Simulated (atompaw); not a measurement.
**Before and after: PAW (atompaw) potential for samarium**

samarium (Sm), PAW, made with atompaw 4.2.0.5 (PBE, scalar-relativistic). Core [Kr] 4d10 5s2, reference 4f6 5p6 5d0 6s2 6p0. Waves: 6s (bound): rc 3.00 bohr; 6s channel at 3.25 Ry: rc 3.00 bohr; 5p (bound): rc 1.95 bohr; 6p (bound, empty): rc 3.00 bohr; 5d (bound, empty): rc 3.00 bohr; 5d channel at 0.75 Ry: rc 3.00 bohr; 4f (bound): rc 1.60 bohr; 4f channel at 0.35 Ry: rc 1.60 bohr. Local part: troulliermartins scheme with l = 4 at 0 Ry, radius 2.70 bohr. Core correction: smooth core density matched at 2.65 bohr. Augmentation charge: sinc compensation charge, radius 2.30 bohr; PAW radius 3.00 bohr; waves and projectors: custom rrkj vanderbiltortho.

Change: all radii scaled by about 0.77 (s 2.32, p 1.50, d 2.32, f 1.24 bohr); local potential troulliermartins scheme with l = 4 at 0 Ry, radius 2.08 bohr; augmentation sinc compensation charge, radius 1.78 bohr; PAW radius 2.32 bohr; waves and projectors: custom rrkj vanderbiltortho; core correction smooth core density matched at 2.04 bohr.

Cutoffs: the cutoffs (Ry, on a coarse ladder) from which the occupation-weighted sum of valence levels, in a spherical-Bessel basis at the reference potential, stays within 10 and 1 mRy of its value at 400 Ry; they do not see the model core or the augmentation charge, which bear on the density cutoff.

What does the change do?

The potential gets harder (55 Ry and 90 Ry → 110 Ry and 200 Ry); both files keep a bound ghost (s). A smaller radius makes the pseudo-wave follow the all-electron one further in, where it bends more sharply, so more plane waves are needed.

| quantity | base | changed |
| --- | --- | --- |
| cutoff, loose | 55 Ry | 110 Ry |
| cutoff, tight | 90 Ry | 200 Ry |
| loose cutoff by channel (10 mRy a level) | s 6 Ry, p 15 Ry, f 45 Ry | s 12 Ry, p 12 Ry, f 80 Ry |
| bound ghosts | s | s |
| lowest overlap eigenvalue by channel | s 0.81, p 0.00, d 0.77, f 1.00 | s 0.11, p 0.13, d 0.94, f 0.96 |

 A true bound ghost makes a file unfit for plane-wave use even where its test errors are small: the radial tests pick states by their node count and pass the ghost by. The cutoffs see the waves, projectors and local potential, not the compensation charge or the core.
